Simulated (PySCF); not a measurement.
# Computed properties of CH5AlBrN, SMILES [CH3][Al]([NH2])[Br]

Al(Br)(Me)(NH2) (CH₅AlBrN), SMILES [NH2][Al]([CH3])[Br]. Geometry optimised at TPSSh-D3(BJ)/def2-SVP. The structure was generated by enumeration; whether it is a known compound was not checked. One conformer was computed; it need not be the lowest. All values are computed for the isolated molecule unless a solvent is named; none is compared with measurement here.

**Structure.** All 21 harmonic modes at TPSSh-D3(BJ)/def2-SVP (PySCF) are real, so it is a minimum. With heavy atoms numbered as in [Al:1]([Br:2])([CH3:3])[NH2:7], the shortest bond between them is Al1–N7 at 1.772 Å and the longest Al1–Br2 at 2.277 Å.

**Vibrations.** The strongest infrared lines (harmonic, unscaled, degenerate partners summed) lie at 738 cm⁻¹ (196 km/mol, H 59 %, Al 18 %, C 15 %, N 8 %), 438 cm⁻¹ (163 km/mol, H 82 %, N 18 %), 853 cm⁻¹ (118 km/mol, Al 44 %, N 42 %, H 12 %). The softest mode is at 68 cm⁻¹ and the zero-point energy is 39.1 kcal/mol.

**Electronic structure.** r2SCAN/def2-TZVP (PySCF) places the frontier levels at -6.49 and -0.47 eV, a gap of 6.02 eV, and gives a dipole moment of 2.45 D and a mean polarisability of 64.8 bohr³. PBE/def2-TZVP (PySCF) at the same geometry gives -6.18 and -0.94 eV, so its gap is 0.78 eV narrower. An orbital gap is neither the optical nor the fundamental gap.

**Excitations.** TDDFT-PBE0/def2-SVPD (PySCF) has S1 at 5.89 eV (211 nm, f = 0.025, weak); the most intense of the 10 singlets computed lies at 6.66 eV (f = 0.17). T1 (TDA) is at 5.51 eV. TDDFT-PBE/def2-SVPD (PySCF) puts S1 at 5.17 eV. No vertical singlet excitation falls in the visible range (under 3.1 eV).

**NMR.** GIAO shifts at HF/pcSseg-1 (PySCF) (non-relativistic, atoms alike by connectivity averaged): ¹³C at -9.9 ppm against TMS; ¹H from 0.1 to 1.5 ppm against TMS. Without spin–orbit terms, shifts of atoms bonded to Cl or Br come out too high.
